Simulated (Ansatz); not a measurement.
Born–Oppenheimer molecular dynamics of CH4OZn (7 atoms, charge 0, multiplicity 1). It starts from a relaxed structure.

The calculation used RKS r2SCAN-D4/def2-SVP in Ansatz 0.2.0.

| Quantity | Value |
| --- | --- |
| ensemble | NVE (velocity Verlet) |
| time step | 0.5 fs |
| steps asked | 250 |
| starting velocities drawn for | 500 K |
| seed | 562502 |

First frame:

```xyz
7
Properties=species:S:1:pos:R:3
Zn -0.087 -0.027 -0.037
O -0.024 -0.006 1.732
H -0.835 -0.259 2.189
C -0.006 -0.004 -1.950
H 0.289 -0.986 -2.353
H -0.979 0.262 -2.395
H 0.732 0.737 -2.300
```

(1) How far do the bonds stretch over the last three quarters of this one trajectory? (Pairs bonded in most of those frames.)

Results:

(1) 
```csv
bond,mean (Å),spread (Å),shortest,longest
Zn1–O2,1.772,0.024,1.74,1.81
Zn1–C4,1.910,0.024,1.88,1.95
O2–H3,0.965,0.002,0.96,0.97
C4–H5,1.104,0.027,1.05,1.16
C4–H6,1.105,0.022,1.06,1.14
C4–H7,1.107,0.041,1.04,1.17
```

Mean temperature of the second half: 272 K. The conserved energy stayed within 0.34 meV per atom of its start (net change 0.16 meV per atom), so the integration is sound. Over the second half the temperature averaged 0.54 of the 500 K drawn at the start: a run that starts near a minimum puts about half its kinetic energy into the potential. A run of 0.12 ps of so small a system gives no equilibrium averages.

Run time: 7.7 min on 2 threads of Arm Neoverse V2 (shared host), peak memory 0.16 GiB.
